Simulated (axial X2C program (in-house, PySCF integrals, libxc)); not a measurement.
What spin–orbit coupling does to NaTl⁺

Calculated with an in-house relativistic program for diatomic molecules. Spin-free means the one-electron spin-free X2C Hamiltonian; two-component (2c) means X2C with spin–orbit coupling and atomic mean-field two-electron Coulomb and Gaunt terms, so the difference of the two also holds small scalar two-electron terms. Basis: Tl dyall-cv3z [12s14p10d7f1g], Na dyall-cv3z [9s8p5d2f] (cores contracted in-house); Gaussian nuclei, density fitting, unrestricted open shells. Masses: Tl 204.974 u, Na 22.990 u.

Spin-free state: M_S = 1/2, Λ = 0 (beyond evenly filled blocks: σα); fragments Tl + Na+.

```json
{"level": "HF", "Re (Å)": "3.677", "ωe (cm⁻¹)": "90.6", "De (eV)": "1.011", "μ (D)": "9.71"}
{"level": "MP2", "Re (Å)": "3.640", "ωe (cm⁻¹)": "92.0", "De (eV)": "0.941", "μ (D)": "n/a"}
```

Correlated methods: 13 electrons correlated (number of frozen shells: Tl 5 s, 4 p, 2 d, 1 f; Na 2 s, 1 p), 297 virtual spin orbitals or spinors in MP2.

Dipoles are positive if Na is the positive end and refer to the centre of mass.

Two-component determinant lowest at the distance of the search:

Ω = 1/2 (⟨Sz⟩ = 0.31, ⟨Lz⟩ = 0.19 at HF); fragments Tl + Na+.

| level | Re (Å) | ωe (cm⁻¹) | De (eV) | μ (D) |
| --- | --- | --- | --- | --- |
| HF | 3.539 | 91.4 | 0.550 | 10.74 |
| MP2 | 3.550 | 87.6 | 0.501 | n/a |

Q: From the two tables, how do the constants change at the MP2 level (2c against spin-free)?

A: At the MP2 level Re goes down by 0.090 Å and ωe decreases by 4.4 cm⁻¹; De changes by -0.440 eV.

One determinant describes the state; a PBE0 search over occupations chose it and may have missed a lower one. Dissociation energies refer to the lowest single-determinant-based atoms at the same level and basis. With the outer-core shells frozen, correlated bond lengths of heavy atoms tend to come out a few hundredths of an ångström too long.
